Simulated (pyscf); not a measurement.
PySCF, gas phase, ωB97X-D3(BJ)/def2-SVP geometries. Correlated levels are frozen-core, on RHF or UHF. ΔMP2 is the change of the MP2 total energy from the triple- to the quadruple-zeta basis.

SMILES: BCB
```xyz
9

B     -0.2851    -1.5353    -1.8384
C     -1.3293    -0.4339    -1.4677
B     -1.1490    -0.0942     0.0466
H      0.8989    -1.2901    -1.7732
H     -0.6300    -2.6457    -2.1751
H     -2.3610    -0.6680    -1.7614
H     -0.9443     0.4715    -1.9832
H     -0.1126     0.3974     0.4346
H     -2.0190    -0.3280     0.8552
```
Charge 0, spin multiplicity 1.

Problem. What is the homolytic dissociation enthalpy (298 K, CCSD(T)/def2-TZVPP + ΔMP2(QZVPP)) of the B–C bond of H₂B–CH₂–BH₂ (SMILES BCB), to BH₂• + H₂B–CH₂•?

Solution. B–C to BH₂• + H₂B–CH₂•: 98.3 kcal/mol. The radicals are drawn with the spin at the cut bond; how far it spreads was not checked. Other isomers of H₂B–CH₂• were not searched in full and may lie lower. The CCSD(T) − MP2 part came from Ansatz, without density fitting, on the same reference.
